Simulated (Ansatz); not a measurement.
H5NSi (SMILES N[SiH3]) moved off its minimum; all values from Ansatz (a first-principles code), cores frozen in correlated methods.
(charge 0, multiplicity 1)
```xyz
7

Si    -0.5315     0.0388    -0.0284
N      1.0817    -0.2787    -0.1524
H     -1.1965    -0.7108    -0.6938
H     -0.8397     1.5902    -0.2693
H     -1.0328    -0.0964     1.3234
H      1.5352    -1.1275    -0.2145
H      1.7064     0.6200     0.2426
```

```csv
level,largest force (eV/Å),on atom,rms difference from CCSD(T)/cc-pV(T+d)Z (eV/Å),dipole (D)
HF/def2-TZVPP,9.87,Si1,0.245,1.55
PBE/def2-TZVPP,9.81,H3,0.142,1.58
r2SCAN/def2-TZVPP,9.70,H3,0.070,1.59
B3LYP/def2-TZVPP,9.57,H3,0.059,1.55
wB97M-V/def2-TZVPP,9.57,Si1,0.060,1.58
MP2/cc-pV(T+d)Z,9.80,Si1,0.058,1.62
CCSD(T)/cc-pV(T+d)Z,9.71,H3,0.000,1.59
```

The differences count from one level among others, with limits of its own. Forces at CCSD(T)/cc-pV(T+d)Z (eV/Å):

| atom | Fx | Fy | Fz |
|---|---|---|---|
| Si1 | 2.755 | 7.592 | 5.384 |
| N2 | 3.044 | 5.391 | 1.053 |
| H3 | -5.264 | -5.863 | -5.675 |
| H4 | 0.462 | -1.530 | -0.145 |
| H5 | -0.366 | -0.144 | 0.857 |
| H6 | 1.228 | -1.645 | 0.023 |
| H7 | -1.859 | -3.801 | -1.496 |
